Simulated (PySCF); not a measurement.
C₅H₁₂Si, SMILES C[C@@H]1C[C@@]1(C)[SiH3].

Coordinates come from a PBE-D3(BJ)/def2-SVP optimisation. The structure was generated by enumeration; whether it is a known compound was not checked.

These are TDA-PBE/def2-SVPD (PySCF) values and carry that method's errors.

Vertical excitations. The molecule is in vacuum.

```tsv
state	energy (eV)	λ (nm)	f	main pairs
S1	6.25	198	0.009	HOMO→LUMO 99 %
S2	6.44	192	0.008	HOMO−1→LUMO 99 %
S3	6.79	183	0.025	HOMO→LUMO+1 96 %
S4	6.96	178	0.009	HOMO−1→LUMO+1 80 %
S5	7.00	177	0.005	HOMO→LUMO+3 60 %, HOMO→LUMO+2 37 %
S6	7.04	176	0.005	HOMO→LUMO+4 69 %, HOMO→LUMO+2 14 %, HOMO→LUMO+3 10 %
T1	6.12	203	0	HOMO→LUMO 99 %
T2	6.33	196	0	HOMO−1→LUMO 99 %
```
Triplets are in the Tamm–Dancoff approximation.
